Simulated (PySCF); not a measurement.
What does the PBE0-D3(BJ)/def2-SVP structure of InChI=1S/C8H7F3O/c1-6-2-4-7(5-3-6)12-8(9,10)11/h2-5H,1H3 look like in three dimensions?

```xyz
19
C8H7F3O angstrom
C     -3.197   -0.091    0.142
C     -1.697   -0.158    0.130
C     -1.021   -1.334    0.475
C      0.368   -1.391    0.490
C      1.109   -0.259    0.161
O      2.480   -0.423    0.220
C      3.328    0.483   -0.292
F      3.087    0.736   -1.578
F      4.549   -0.003   -0.181
F      3.282    1.649    0.357
C      0.469    0.929   -0.185
C     -0.925    0.959   -0.199
H     -3.572    0.206    1.135
H     -3.573    0.645   -0.583
H     -3.645   -1.066   -0.098
H     -1.592   -2.230    0.734
H      0.898   -2.308    0.753
H      1.033    1.824   -0.441
H     -1.422    1.892   -0.477
```

Any rigid rotation of these coordinates is as good. Atoms count from 1 in this order. Of the pairs four or more bonds apart, F10···H18 is among the closest relative to their van der Waals radii: 2.39 Å, 90 % of the sum of Bondi's values. The 6-membered ring C2–C3–C4–C5–C11–C12 has internal angles of 117.6° to 122.2°; it is planar, 0.00 Å rms from its mean plane, widest ring torsion 0°. O6 (aryl ether oxygen) is bent (angle 122.0°). The 2 C–O bonds span 1.342 Å (O6–C7, drawn single) to 1.383 Å (C5–O6, drawn single), a spread of 0.041 Å.

Bonds between heavy atoms (Å): C1–C2 1.501, C2–C3 1.400, C3–C4 1.390, C4–C5 1.392, C5–O6 1.383, O6–C7 1.342, C7–F8 1.332, C7–F9 1.319, C7–F10 1.336, C5–C11 1.393, C11–C12 1.394, C2–C12 1.398.

The calculation used PBE0-D3(BJ)/def2-SVP geometry optimisation, gas phase (PySCF).

Point group: C1 (no symmetry element, even within 0.4 Å). Whether it is a minimum is left open (no frequencies). One conformer, not necessarily the lowest (C4–C5–O6–C7 168°).
